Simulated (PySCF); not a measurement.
Al(Cl)2(NH2) (AlCl2H2N), SMILES [NH2][Al]([Cl])[Cl].

Geometry optimised at r2SCAN-D4/def2-SVP. Other conformers were not sampled.

Method: PBE0/def2-TZVPD run with PySCF.

Symmetry labels are those of the subgroup C2v that the program uses (full group C2v).

Computed valence orbital energies around the gap with their symmetry:
| orbital | symmetry | energy (eV) |
|---|---|---|
| HOMO−7 | A1 | -13.07 |
| HOMO−6 | A1 | -11.29 |
| HOMO−5 | B2 | -10.76 |
| HOMO−4 | B1 | -9.89 |
| HOMO−3 | A1 | -9.66 |
| HOMO−2 | A2 | -9.45 |
| HOMO−1 | B2 | -9.24 |
| HOMO | B1 | -8.07 |
| LUMO | A1 | -1.03 |
| LUMO+1 | B1 | -0.25 |
| LUMO+2 | A1 | 0.52 |
| LUMO+3 | B2 | 0.86 |
